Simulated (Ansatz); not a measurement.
`N=C(N)BF` at its PBE0-D4/def2-TZVP geometry, where that method's forces vanish. The species carries charge 0 and has multiplicity 1.

| atom | x (Å) | y (Å) | z (Å) |
| --- | --- | --- | --- |
| N1 | 0.017 | 0.202 | -1.602 |
| C2 | -0.093 | 0.152 | -0.323 |
| N3 | -0.758 | 1.127 | 0.354 |
| B4 | 0.522 | -1.031 | 0.506 |
| F5 | 0.480 | -0.998 | 1.827 |
| H6 | 0.508 | -0.623 | -1.936 |
| H7 | -0.679 | 1.186 | 1.351 |
| H8 | -1.046 | 1.949 | -0.151 |
| H9 | 1.050 | -1.964 | -0.026 |

(1) For each bond, give half the difference of the two atoms' forces along it (eV/Å; positive pushes the atoms apart) under PBE-D4, r2SCAN-D4, B3LYP-D4, ωB97M-V in def2-TZVPP. (Best estimate.)

Results:

(1) Ansatz gave: 
| bond | length (Å) | PBE-D4 | r2SCAN-D4 | B3LYP-D4 | ωB97M-V |
| --- | --- | --- | --- | --- | --- |
| N1–C2 | 1.284 | 0.76 | 0.39 | 0.16 | -0.15 |
| N1–H6 | 1.017 | 0.19 | -0.01 | -0.07 | -0.03 |
| C2–N3 | 1.361 | 0.05 | 0.13 | 0.19 | 0.27 |
| C2–B4 | 1.570 | -0.47 | -0.26 | -0.13 | 0.03 |
| N3–H7 | 1.003 | 0.16 | -0.03 | -0.06 | -0.08 |
| N3–H8 | 1.006 | 0.17 | -0.02 | -0.05 | -0.10 |
| B4–F5 | 1.323 | 0.54 | 0.19 | 0.21 | 0.19 |
| B4–H9 | 1.197 | 0.02 | -0.05 | -0.17 | -0.24 |

B3LYP here is the variant with VWN-RPA as its local correlation; programs differ in this.
